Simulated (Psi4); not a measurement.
H$_{12}$FeO$_{6}$ (SMILES [OH2]->[Fe+2](<-[OH2])(<-[OH2])(<-[OH2])(<-[OH2])<-[OH2]), charge +2, quintet (typed; the unrestricted solution is spin-contaminated), at a GFN2-xTB geometry (such geometries of metal compounds can be far from the true shape); Psi4 with M11/STO-3G.

Input for Psi4:
```
memory 2 GB

molecule mol {
2 5
  Fe    0.000000   -0.000000    0.000000
  O    -0.798692    1.921218   -1.090255
  H    -1.604320    1.999455   -1.612140
  H    -0.387585    2.791986   -1.106912
  O     1.858948    1.210841    0.771896
  H     1.927534    1.706370    1.594859
  H     2.708607    1.313419    0.330218
  O     1.193336   -0.600358   -1.932140
  H     1.749449   -1.377380   -2.052538
  H     1.226682   -0.119887   -2.766142
  O    -1.193336    0.600358    1.932140
  H    -1.749449    1.377380    2.052538
  H    -1.226682    0.119887    2.766142
  O    -1.858948   -1.210841   -0.771896
  H    -1.927534   -1.706370   -1.594859
  H    -2.708607   -1.313419   -0.330218
  O     0.798692   -1.921218    1.090255
  H     0.387585   -2.791986    1.106912
  H     1.604320   -1.999455    1.612140
}

set basis sto-3g
set reference uks

energy('m11')
print_variables()
```

What the program printed (banner, timings and long lists left out):

```
   => Loading Basis Set <=

    Name: STO-3G
    Role: ORBITAL
    Keyword: BASIS

         ---------------------------------------------------------
                                   SCF
               by Justin Turney, Rob Parrish, Andy Simmonett
                          and Daniel G. A. Smith
                              UKS Reference
         ---------------------------------------------------------

  ==> Geometry <==

    Molecular point group: ci
    Full point group: Ci

    Geometry (in Angstrom), charge = 2, multiplicity = 5:

       Center              X                  Y                   Z               Mass
    ------------   -----------------  -----------------  -----------------  -----------------
         FE           0.000000000000     0.000000000000     0.000000000000    55.934936330000
         O           -0.798692000000     1.921218000000    -1.090255000000    15.994914619570
         H           -1.604320000000     1.999455000000    -1.612140000000     1.007825032230
         H           -0.387585000000     2.791986000000    -1.106912000000     1.007825032230
         O            1.858948000000     1.210841000000     0.771896000000    15.994914619570
         H            1.927534000000     1.706370000000     1.594859000000     1.007825032230
         H            2.708607000000     1.313419000000     0.330218000000     1.007825032230
         O            1.193336000000    -0.600358000000    -1.932140000000    15.994914619570
         H            1.749449000000    -1.377380000000    -2.052538000000     1.007825032230
         H            1.226682000000    -0.119887000000    -2.766142000000     1.007825032230
         O           -1.193336000000     0.600358000000     1.932140000000    15.994914619570
         H           -1.749449000000     1.377380000000     2.052538000000     1.007825032230
         H           -1.226682000000     0.119887000000     2.766142000000     1.007825032230
         O           -1.858948000000    -1.210841000000    -0.771896000000    15.994914619570
         H           -1.927534000000    -1.706370000000    -1.594859000000     1.007825032230
         H           -2.708607000000    -1.313419000000    -0.330218000000     1.007825032230
         O            0.798692000000    -1.921218000000     1.090255000000    15.994914619570
         H            0.387585000000    -2.791986000000     1.106912000000     1.007825032230
[...]

   @Spin Contamination Metric:   1.002189006E+00
   @S^2 Expected:                6.000000000E+00
   @S^2 Observed:                7.002189006E+00
   @S   Expected:                2.000000000E+00
   @S   Observed:                2.000000000E+00

    Orbital Energies [Eh]
    ---------------------

    Alpha Occupied:

[...]
    Alpha Virtual:

[...]
      30Au     0.247321

    Beta Occupied:

[...]
      19Ag    -0.368719

    Beta Virtual:

[...]
    Final Occupation by Irrep:
             Ag    Au
    DOCC [    19,   21 ]
    SOCC [     4,    0 ]
    NA   [    23,   21 ]
    NB   [    19,   21 ]

  @DF-UKS Final Energy: -1700.54324448816624

   => Energetics <=

    Nuclear Repulsion Energy =            604.7631921552167569
    One-Electron Energy =               -3522.7301522994071092
    Two-Electron Energy =                1274.4800811305806292
    DFT Exchange-Correlation Energy =     -57.0563654745566566
    Empirical Dispersion Energy =           0.0000000000000000
    VV10 Nonlocal Energy =                  0.0000000000000000
    Total Energy =                      -1700.5432444881662377

  UHF NO Occupations:
  HONO-2 :   21 Ag 1.0000000
  HONO-1 :   22 Ag 1.0000000
  HONO-0 :   23 Ag 1.0000000
  LUNO+0 :   24 Ag 0.9993397
  LUNO+1 :   22 Au 0.0003586
  LUNO+2 :   23 Au 0.0003582
  LUNO+3 :   24 Au 0.0003582

Computation Completed

Properties will be evaluated at   0.000000,   0.000000,   0.000000 [a0]

Properties computed using the SCF density matrix

 Multipole Moments:

 ------------------------------------------------------------------------------------
     Multipole            Electronic (a.u.)      Nuclear  (a.u.)        Total (a.u.)
 ------------------------------------------------------------------------------------

 L = 1.  Multiply by 2.5417464519 to convert [e a0] to [Debye]
 Dipole X            :          0.0000000            0.0000000            0.0000000
 Dipole Y            :          0.0000000           -0.0000000           -0.0000000
 Dipole Z            :          0.0000000            0.0000000            0.0000000
 Magnitude           :                                                    0.0000000

 ------------------------------------------------------------------------------------

  Variable Map:
  ----------------------------------------------------------------------------
[...]
  Array Variable Map:
  ----------------------------------------------------------------------------
[...]
[...]
```
